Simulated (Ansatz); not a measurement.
Saddle point of GaH₂SF, singlet (GaH₂SF ([F][GaH][SH]) → GaHS ([S][GaH]) + HF; bonds formed: F2–H4; bonds broken: Ga1–F2, S3–H4), PBE0-D4/def2-TZVP structure:

```xyz
5
angstrom
Ga -0.7306 0.1200 -0.2344
F 1.0725 0.7027 0.5136
S 0.1903 -1.7451 -0.2695
H 1.1472 -0.3978 0.3277
H -1.6795 1.3202 -0.3374
```

Energies are electronic, without zero-point energy. Barriers and step energies count from the start structure reached by relaxing down the imaginary mode; all methods use the PBE0-D4 structures, on which another method's saddle can fall below an end. Ansatz 0.2.0; basis: def2-TZVPP, with def2-QZVPP for the basis limit; cores frozen in the correlated methods. Filled d shells of the heavier atoms are correlated. The def2 sets are not built for correlating such inner shells, so the correlated values are less sure here. B3LYP uses VWN-RPA correlation. Extrapolation: Hartree–Fock as exp(−7.88 √X), correlation as X^−2.97.

```tsv
method	barrier (kcal/mol)	step energy (kcal/mol)
SPW92	21.85	23.87
PBE-D4	26.20	25.41
BLYP-D4	28.95	26.56
r2SCAN-D4	?	29.18
B97M-V	32.65	29.76
PBE0-D4	30.36	28.45
B3LYP-D4	32.01	28.97
r2SCAN0-D4	?	30.58
BHLYP-D4	36.95	32.66
CAM-B3LYP-D4	33.76	31.38
wB97X-V	34.69	32.57
wB97M-V	32.51	29.78
B2PLYP	32.70	29.64
PBE-QIDH	33.10	30.67
RPA on PBE	33.18	30.28
HF	46.31	38.35
MP2	?	29.55
CCSD	36.47	32.30
CCSD(T)	33.79	30.44
```

(1) Fill in the withheld barriers. (Judge from chemistry; the value comes from the calculation.)

T1 diagnostic: at most 0.016.

Results:

(1) The calculation gives: r2SCAN0-D4 32.38; r2SCAN-D4 29.85; MP2 32.20 kcal/mol. Each is the energy of the saddle less that of the start structure, by the same method.

For comparison, the barrier by CCSD(T) at an estimated basis limit (MP2 extrapolated from triple and quadruple zeta, plus CCSD(T) − MP2 in triple zeta) is 33.24 kcal/mol.

Labels in which every atom is bracketed show which atoms are joined, not bond orders.

For scale, one of the runs: CCSD(T)/def2-TZVPP, 149 basis functions, launched by `ansatz run in.yaml --threads 2 --pin off --events-out ev --progress --plain --max-ram 4352MiB`. The run took 26 s on 2 CPU threads (shared host), with 0.93 GiB of host memory at its peak.
